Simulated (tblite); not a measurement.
Compound: C6H8B2.
Geometry (GFN2-xTB, Å), atoms numbered from 1 in this order:
```xyz
16
C6H8B2 angstrom
C     -2.9371    0.1233    0.2627
C     -1.9087   -0.7071    0.0821
B     -0.4234   -0.2854   -0.0748
C      0.6811   -1.3832   -0.1735
C      1.9881   -1.0648   -0.1264
B      2.4496    0.4185   -0.0610
C      1.3491    1.5171   -0.0278
C      0.0407    1.2035   -0.0731
H     -2.8012    1.1914    0.3153
H     -3.9560   -0.2200    0.3675
H     -2.1430   -1.7677    0.0472
H      0.3988   -2.4314   -0.2431
H      2.7223   -1.8662   -0.1604
H      3.5876    0.7014   -0.0776
H      1.6296    2.5671    0.0072
H     -0.6851    2.0124   -0.0757
```

Level: GFN2-xTB in tblite, geometry and Hessian alike; calculated harmonic values, unscaled, isolated species. The method is semi-empirical: single wavenumbers can be off by several per cent or more. Modes of hydrogen on boron can be 10 to 20 % off. One conformer, not necessarily the lowest. The optimisation stopped once no atom felt more than 0.01 eV/Å.

Lowest wavenumbers of the output (negative numbers stand for imaginary wavenumbers):
```
mode    cm-1
  1     -77.3
  2     -29.1
  3      23.9
  4     178.1
  5     258.9
  6     334.3
  7     359.5
  8     458.9
```

Problem. Is this structure a minimum?

Solution. No. 2 modes are imaginary beyond 20i (77i and 29i cm⁻¹), so at this level the point lies at or near a saddle of order 2.

Problem. Which atoms move in the imaginary modes?

Solution. 77i: H14 (B–H hydrogen) 32 %, C7 (unsaturated ring CH carbon) 16 %, C5 (unsaturated ring CH carbon) 11 %; 29i: C1 (terminal =CH2 carbon) 24 %, C2 (alkene CH carbon) 18 %, H9 (vinylic hydrogen) 17 %, H11 (vinylic hydrogen) 13 %. These are shares of the mass-weighted motion.

Problem. What is the remedy?

Solution. Step along such a mode in both directions, optimise again with tighter thresholds and repeat the frequencies. The zero-point energy of this point (75.4 kcal/mol) counts the 40 real modes alone, and thermal corrections from it aren't those of a minimum.

Time: 0.82 s wall. Hardware: Arm Neoverse N1, one thread (shared host). The figure is for the frequency step alone.
